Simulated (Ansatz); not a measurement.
Coupled-cluster diagnostics for the cluster Cu₂H₂, Ansatz.

Geometry of the singlet (PBE0-D4/def2-TZVP):

```xyz
4

Cu    0.0409    0.0458    0.6194
Cu   -0.1652   -0.2077   -1.7484
H    -0.3840   -0.6644    1.8991
H     0.5083    0.8263   -0.7701
```

Correlated methods freeze 18 core orbitals. The structure comes from a short search, and lower isomers may exist.

Geometry of the charge 0 triplet (PBE0-D4/def2-TZVP):

```csv
atom,x (Å),y (Å),z (Å)
Cu1,0.2612,-1.0275,0.5635
Cu2,-0.2612,1.0275,-0.5635
H3,1.0294,-0.0285,-0.5290
H4,-1.0294,0.0284,0.5290
```

Geometry of the charge 0 quintet (PBE0-D4/def2-TZVP):

Cartesian coordinates in Å:
```
Cu -0.841 0.384 -0.268
Cu 1.434 1.026 0.741
H -1.314 -1.030 -0.694
H 0.721 -0.380 0.221
```

Question: Estimate the CCSD(T) correlation energy, the shares of MP2 and (T), T1 and the reference's ⟨S²⟩ for: charge 0, singlet, own geometry in def2-TZVPP; charge 0, singlet, own geometry in def2-TZVPD; charge 0, triplet, own geometry in def2-TZVPP; charge 0, quintet, own geometry in def2-TZVPP; charge 1, doublet, vertical in def2-TZVPP; charge -1, doublet, vertical in def2-TZVPD; and the rough time on 4 threads of Arm Neoverse V1 on a shared host.

Answer: 
| state | basis | correlation (eV) | MP2 share (%) | (T) share (%) | T1 | ⟨S²⟩ (pure) | wall time | remarks |
| --- | --- | --- | --- | --- | --- | --- | --- | --- |
| charge 0, singlet, own geometry | def2-TZVPP | -26.833 | 109.1 | 4.5 | 0.032 | 0.00 (0.00) | 17 s | – |
| charge 0, singlet, own geometry | def2-TZVPD | -22.593 | 109.6 | 4.0 | 0.034 | 0.00 (0.00) | 5.5 s | – |
| charge 0, triplet, own geometry | def2-TZVPP | -25.169 | 102.8 | 4.1 | 0.077 | 2.01 (2.00) | 71 s | large T1 |
| charge 0, quintet, own geometry | def2-TZVPP | -22.686 | 99.1 | 3.1 | 0.077 | 6.01 (6.00) | 92 s | large T1 |
| charge 1, doublet, vertical | def2-TZVPP | -24.299 | 103.5 | 3.4 | 0.103 | 0.76 (0.75) | 80 s | large T1 |
| charge -1, doublet, vertical | def2-TZVPD | -23.073 | 109.0 | 4.2 | 0.037 | 0.75 (0.75) | 22 s | – |
Customary marks for T1 are 0.02 (closed shells), 0.045 (open shells) and about 0.05 (3d metals). T1 exceeds 0.02 in 6 of 6 rows and 0.045 in 3; the higher it lies, the less the single-reference result can be trusted.
